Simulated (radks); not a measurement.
Dispersion coefficients C6 (hartree bohr^6) between ground-configuration atoms and ions, from the Casimir-Polder integral (3/pi) of alpha_A(iw) alpha_B(iw). Calculated with a radial shooting solver on a logarithmic mesh with Libxc functionals: scalar-relativistic Kohn-Sham, PBE, spin-unpolarised, spherical densities, finite nucleus; Fermi nuclear charge, rms radius of each element as measured or else 0.836 A^(1/3) + 0.57 fm. Response by self-consistent Sternheimer equations with the Hartree and adiabatic LDA kernel, the relativistic mass of each level held fixed and spin-orbit coupling left out. For heavy and open-shell atoms this level of theory can miss by tens of per cent.

| C6 | Ni | Cu+ | Zn2+ | Ga3+ | Ge4+ | As5+ | Se6+ | Br7+ | Kr8+ |
|---|---|---|---|---|---|---|---|---|---|
| Ni | 361.7 |  |  |  |  |  |  |  |  |
| Cu+ | 93.81 | 28.93 |  |  |  |  |  |  |  |
| Zn2+ | 42.58 | 14.85 | 8.231 |  |  |  |  |  |  |
| Ga3+ | 23.55 | 8.882 | 5.176 | 3.374 |  |  |  |  |  |
| Ge4+ | 14.68 | 5.838 | 3.521 | 2.356 | 1.679 |  |  |  |  |
| As5+ | 9.902 | 4.088 | 2.528 | 1.725 | 1.249 | 0.9419 |  |  |  |
| Se6+ | 7.059 | 2.996 | 1.888 | 1.308 | 0.9597 | 0.7315 | 0.5733 |  |  |
| Br7+ | 5.239 | 2.272 | 1.452 | 1.019 | 0.7555 | 0.5811 | 0.4590 | 0.3700 |  |
| Kr8+ | 4.011 | 1.768 | 1.144 | 0.8108 | 0.6064 | 0.4700 | 0.3738 | 0.3032 | 0.2497 |

Static polarisabilities (bohr^3): Ni ([Ar] 3d8 4s2) 45.58, Cu+ ([Ar] 3d10) 8.481, Zn2+ ([Ar] 3d10) 3.052, Ga3+ ([Ar] 3d10) 1.507, Ge4+ ([Ar] 3d10) 0.8781, As5+ ([Ar] 3d10) 0.5668, Se6+ ([Ar] 3d10) 0.3916, Br7+ ([Ar] 3d10) 0.2840, Kr8+ ([Ar] 3d10) 0.2135. The combination rule 2 Ca Cb / ((alpha_b/alpha_a) Ca + (alpha_a/alpha_b) Cb) gives 0.4582 for Se6+-Br7+, against 0.4590 from the integral.
